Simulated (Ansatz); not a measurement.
`BC(B)[SiH3]` + `[OH][Cd][F]` → `[F][Cd][O][SiH3]` + `BCB` at 400 K and 1 bar (ligand exchange at the Si–C bond).

Computed with Ansatz on PBE0-D4/def2-TZVP structures; ΔE is electronic, products minus reactants. CBS: MP2 limit from def2 TZ/QZ plus the TZ coupled-cluster correction, frozen cores. def2 core potentials past Kr. For Cd outer-core shells are correlated without core-valence functions, which leaves a few kJ/mol of doubt a bond. Each species was taken in one conformer, which may not be the lowest.

```csv
species,CCSD(T)/CBS energy (Eh),H − E (kJ/mol),S (J/(mol·K))
`BC(B)[SiH3]`,-381.50288,254.0,364.9
`[OH][Cd][F]`,-343.29729,57.9,305.7
`[F][Cd][O][SiH3]`,-633.61664,109.6,383.0
`BCB`,-91.21084,201.0,306.8
```

H − E and S are ideal-gas, rigid-rotor, harmonic terms from PBE0-D4/def2-TZVP, for one conformer and one mirror image of each species. 1 Eh = 2625.50 kJ/mol, R = 8.31446 J/(mol·K).

Question: By hand: ΔE, ΔH, ΔS and ΔG.

Answer: ΔE = (-633.61664) + (-91.21084) − (-381.50288) − (-343.29729) = -0.02731 Eh = -71.7 kJ/mol. Δ(H − E) = 109.6 + 201.0 − 254.0 − 57.9 = -1.3, so ΔH = -73.0 kJ/mol. ΔS = 383.0 + 306.8 − 364.9 − 305.7 = 19.2 J/(mol·K). ΔG = -73.0 − 400 × (19.2)/1000 = -80.7 kJ/mol.

Question: By hand: the equilibrium constant, and the temperature at which ΔG would vanish if ΔH and ΔS stayed fixed.

Answer: log₁₀ K = −ΔG/(RT ln 10) = 10.5. ΔH and −TΔS have one sign here, so there is no such temperature.

ΔH outweighs TΔS. A doubt of 5 kJ/mol in ΔE shifts log₁₀ K by 0.7 here. Other conformers and mirror images would add mixing entropy, several J/(mol·K) or more a flexible species. Modes under 60 cm⁻¹, often nearly free rotors, make the harmonic entropy too high. These are equilibria of isolated gas molecules and say nothing of rates. Largest T1 diagnostic: 0.017 (customary marks: 0.02 for closed shells, 0.045 for open ones).
